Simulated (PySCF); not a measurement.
PySCF input:

```python
from pyscf import gto, scf, dft

mol = gto.M(
    atom='''
    Sb    0.02751536    0.00807482    0.64696714
    Cl    0.98575062   -1.59704276   -0.99434820
    Cl   -1.06829669    1.57281829   -0.94655323
    ''',
    basis='def2-tzvpd',
    ecp='def2-tzvp',
    charge=-1,
    spin=0,
    verbose=4,
)

mf = dft.RKS(mol, xc='m062x').density_fit(auxbasis='def2-universal-jkfit')
mf.grids.level = 4
mf.conv_tol = 1e-9
mf.max_cycle = 100
mf.max_memory = 1500
mf.kernel()
if not mf.converged:
    mf = mf.newton()
    mf.kernel(mf.make_rdm1())
mf.analyze()
```

Question: What final total energy does it print?

Answer: -1160.70795 Eh (M06-2X/def2-TZVPD).
